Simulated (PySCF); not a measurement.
## Radial density of Co²⁺ (cobalt, charge +2)

UHF, [Ar] 3d7, high-spin 4F determinant. All numbers are calculated (PySCF 2.14, scalar relativity by spin-free X2C-1e, in aug-cc-pwCVTZ-DK (10s9p7d4f3g, 127 functions)).

```csv
r (bohr),4πr²ρ (e/bohr),4πr²(ρα − ρβ)
0.000997,0.2421,0.0000
0.00168,0.6087,0.0000
0.00282,1.498,-0.0001
0.00474,3.556,-0.0001
0.00798,7.945,-0.0003
0.0134,15.94,-0.0007
0.0226,26.58,-0.0015
0.0380,32.73,-0.0024
0.0639,27.82,-0.0026
0.107,27.53,0.0167
0.181,36.72,0.2139
0.304,21.05,1.1021
0.511,16.15,2.7014
0.860,15.63,2.7204
1.45,3.886,0.9809
2.43,0.3299,0.0976
4.09,0.004750,0.0007
```

Densities and radii are taken from the X2C orbitals without a picture-change correction, which distorts them close to the nucleus.

(1) Where is the radial spin density 4πr²(ρα − ρβ) most negative, and why is it negative at all?

## Answers

(1) Around r = 0.0639 bohr, down to -0.0026 e/bohr: exchange with the open shell polarises the paired shells in an unrestricted calculation.
